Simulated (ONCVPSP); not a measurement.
## PBE ONCV dataset for V (Z = 23), scalar-relativistic all-electron reference.

vanadium (V), optimised norm-conserving Vanderbilt (ONCV), made with ONCVPSP 4.0.1 (PBE, scalar-relativistic). Core [Ar], reference 3d3 4s2. Waves: 4s: rc 2.95 bohr, ncon 4, nbas 7, qcut 2 1/bohr, 1 projector; p scattering state at 0.15 Ha: rc 2.30 bohr, ncon 3, nbas 6, qcut 2.9 1/bohr, 2 projectors, debl 3 Ha; 3d: rc 1.80 bohr, ncon 4, nbas 9, qcut 9.6 1/bohr, 3 projectors, debl 3.6 Ha. Local part: polynomial inside 1.55 bohr (lpopt 5, dvloc0 0 Ha). Core correction: Teter function, fcfact 3.25, rcfact 1.55.

* Cutoffs needed: 32 Ha and 37 Ha (the cutoffs (Ha) at which the residual kinetic energy of the hardest occupied pseudo-wave falls to 1 and 0.1 mHa per electron)
* Ghost test: ghosts flagged at negative energy: s at -26.6 eV; GHOST(+) flagged for p at 103.3 eV; a true bound ghost makes a file unfit for plane-wave use
* Configuration tests: 1 of 4 tests not solved or not reliable
* rms error of d²Exc/dni dnj: 18.13 mHa without and 11.72 mHa with the model core
